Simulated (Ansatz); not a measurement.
CrO$_{3}$, charge +1, doublet (typed; the unrestricted solution is spin-contaminated), at a GFN2-xTB geometry (such geometries of metal compounds can be far from the true shape) (the multiplicity is a formal guess); CAM-B3LYP/STO-3G in Ansatz (an electronic-structure program).

Ansatz was given this input:
Ansatz 0.2 input:
```yaml
crystal:
  periodic: [false, false, false]
  atoms:
    - {symbol: Cr, position_ang: [0.14543431, -0.12779569, -0.17191362]}
    - {symbol: O, position_ang: [-1.17708781, -0.91680410, 0.07568815]}
    - {symbol: O, position_ang: [-0.18914159, 1.29012621, -0.72910492]}
    - {symbol: O, position_ang: [0.92992647, 0.01006494, 1.16915765]}
basis:
  gaussian:
    orbitals: STO-3G
hamiltonian:
  xc: cam_b3lyp
total_charge: 1
magnetization: {spin_polarized: true, initial_magnetization: 1}
```

It wrote (shortened):

```
Functional definition: CAM-B3LYP
463 factors; integrals over basis functions are off by at most 8.4e-4 eV
113 factors; integrals over basis functions are off by at most 7.4e-6 eV
mean field evaluation 1: about -34120.0574 eV, gradient 9.1e1 eV
mean field evaluation 2: about -33722.4158 eV, gradient 2.2e2 eV
mean field evaluation 4: about -34145.1250 eV, gradient 7.5e1 eV
mean field evaluation 8: about -34155.4867 eV, gradient 6.0e1 eV
mean field evaluation 16: about -34171.4908 eV, gradient 2.2e-5 eV
a density is far from that of the atoms, so the factors are made again for it
510 factors; integrals over basis functions are off by at most 8.2e-5 eV
113 factors; integrals over basis functions are off by at most 7.4e-6 eV
mean field -34171.49111620 eV, -1255.7791362519 hartree, gradient 2.5e-5 eV, S^2 0.877105; 0 other end points of the search recorded, 0 dependent functions left out
reference -34171.49118340 eV, -1255.7791387214 hartree; 24, 23 occupied and 9, 10 virtual orbitals, 510 factors
Total energy: -34171.49118340 eV, -1255.7791387214 hartree
```
